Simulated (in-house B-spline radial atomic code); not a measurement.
RPA and G0W0 for Si11+, [He] 2s1, highest spin, as one setting changes: the highest l of the empty states. Start: PBE. A dash marks a level of low quasi-particle weight. Computed with an all-electron radial atomic-structure program (B-spline basis): all electrons, non-relativistic, point nucleus, each spin shell either full or empty, empty states to the listed l with an (l + 1/2)⁻⁴ tail; G0W0 by contour deformation at full frequency.

| highest l of the empty states | RPA summed (Eh) | RPA extrapolated (Eh) | G0W0 level (eV) |
| --- | --- | --- | --- |
| 2 | -0.19083 | -0.19631 | 2s up -525.22 |
| 3 | ? | ? | ? |
| 4 | ? | ? | ? |
| 5 | -0.19581 | -0.19657 | 2s up -525.23 |
| 6 | -0.19609 | -0.19657 | 2s up -525.23 |
| 7 | -0.19625 | -0.19657 | 2s up -525.23 |
| 8 | -0.19634 | -0.19656 | 2s up -525.23 |
| 9 | -0.1964 | -0.19655 | 2s up -525.23 |
| 10 | -0.19643 | -0.19654 | 2s up -525.23 |
| 11 | -0.19646 | -0.19654 | 2s up -525.23 |

Question: What belongs in the row for 4?

Answer: RPA summed (Eh): -0.19526; RPA extrapolated (Eh): -0.19656; G0W0 level (eV): 2s up -525.23.

Question: What belongs in the row for 3?

Answer: RPA summed (Eh): -0.19406; RPA extrapolated (Eh): -0.1965; G0W0 level (eV): 2s up -525.23.
